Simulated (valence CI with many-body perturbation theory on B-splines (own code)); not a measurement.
## Valence orbitals of Pr¹⁸⁺

Calculated by valence CI with perturbative core correlation (CI+MBPT): five valence electrons over a frozen Dirac-Fock core [Kr], radial functions for each j: 7 s, 7 p, 8 d, 6 f, 4 g, 1 h, with the one-electron correlation potential Σ1 (screened to all orders), the two-electron term Σ2, the three-electron term Σ3, Breit, model QED; selected single and double excitations, second order for the rest (own B-spline code, finite nucleus).

No measured levels were compared; by estimate terms of the open shell hold to 2 to 4 % of their energy, and close levels can change places. Core correlation moves these levels by up to 12000 cm⁻¹, and in measured spectra 5 to 20 % of such shifts remained as error; rates that hang on mixing are uncertain with them. Among the levels kept, up to 270 cm⁻¹ of a level comes from second order outside the variational space, and about a tenth of that is noise between levels of different J, which matters for small intervals. Only levels of the ground parity were solved; by the run's estimate the other parity begins above the list, which can be wrong where configurations are misplaced.

These are the spectroscopic orbitals of the CI (the correlating ones are not listed), shaped by the core and the other valence electrons. h is the expectation value of the core's Dirac-Fock operator, without the valence repulsion; Σ1 is computed up to l = 3 at one energy for each symmetry, that of its lowest orbital but kept below the first core excitation, so for empty shells it is not the orbital's own correlation shift; Breit and QED include the response of the core.

```
Orbital  h (hartree)  Σ1 (cm⁻¹)  Breit (cm⁻¹)  QED (cm⁻¹)  ⟨r⟩ (bohr)
  5s1/2      -16.756      -9680          1114         902       1.129
  6s1/2      -10.562      -3583           567         459       1.800
  7s1/2      -7.2842      -1797           321         262       2.632
  5p1/2      -15.714      -8834          1694       -41.5       1.171
  6p1/2      -10.023      -3484           891       -21.0       1.864
  7p1/2      -6.9692      -1801           516       -12.0       2.720
  5p3/2       -15.35      -8108          1009        47.9       1.202
  6p3/2      -9.8391      -3275           538        25.9       1.901
  7p3/2      -6.8624      -1710           333        15.3       2.763
  4d3/2      -24.282     -19464          1803        -299      0.6441
  5d3/2      -13.648      -7286           682       -84.9       1.267
  6d3/2      -8.9492      -3315           356       -42.9       2.022
  4d5/2      -24.091     -19016           830        -194      0.6506
  5d5/2      -13.573      -7222           358       -49.5       1.275
  6d5/2      -8.9098      -3291           190       -24.8       2.032
  4f5/2      -19.411     -36202          -100        -194      0.6684
  5f5/2      -11.722      -7524          41.7       -60.7       1.368
  4f7/2      -19.378     -34049          -529        -168      0.6707
  5f7/2      -11.708      -7383          -120       -50.6       1.370
  5g7/2      -10.539                    -46.9       -13.4       1.373
  5g9/2      -10.537                    -65.6       -10.8       1.373
```

Among the shells of the start configuration 4d5, Σ1 is largest in size for 4d3/2, where it is 0.37 % of h.

Lowest root of each symmetry, sizes in configuration state functions:

| J | Parity | Roots | Reference | Variational | Second order | Change by selected CI (cm⁻¹) | Change by second order (cm⁻¹) |
| --- | --- | --- | --- | --- | --- | --- | --- |
| 1/2 | even | 4 | 13 | 25408 | 437666 | -24446 | -32 |
| 3/2 | even | 7 | 19 | 25911 | 1014335 | -23993 | -96 |
| 5/2 | even | 10 | 24 | 27155 | 884364 | -17945 | -101 |
| 7/2 | even | 7 | 20 | 25033 | 1320168 | -22163 | -227 |
| 9/2 | even | 5 | 14 | 24976 | 1112213 | -21594 | -201 |
| 11/2 | even | 3 | 7 | 25281 | 978428 | -21456 | -95 |
| 13/2 | even | 1 | 3 | 20519 | 803728 | -21207 | -52 |
